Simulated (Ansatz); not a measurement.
```xyz
13

C     2.930   -0.304    0.064
C     1.838   -0.173    0.549
O     0.668   -0.022    1.065
C    -0.364    0.545    0.127
N    -1.395    1.158    0.845
Si   -1.037   -0.866   -0.965
H     3.904   -0.435   -0.339
H     0.175    1.289   -0.466
H    -1.099    1.944    1.407
H    -1.952    0.519    1.393
H    -2.005   -1.629   -0.134
H    -1.732   -0.281   -2.139
H     0.069   -1.747   -1.406
```

Total charge 0; spin multiplicity 1.

Q: List the CAM-B3LYP/def2-TZVPP orbital energies in eV (Ansatz 0.2.0). (Best estimate.)

A: Ansatz gave: Occupied: -1801.07, -523.95, -391.92, -281.30, -280.11, -278.28, -145.68, -101.00, -101.00, -100.99, -31.95, -27.31, -22.31, -20.82, -17.69, -17.40, -16.01, -15.75, -15.18, -13.87, -12.97, -11.45, -11.40, -10.74, -9.92, -8.74, -8.17. Lowest empty: 1.27, 1.79, 2.01, 2.25, 2.63, 2.79, 3.01, 3.30.
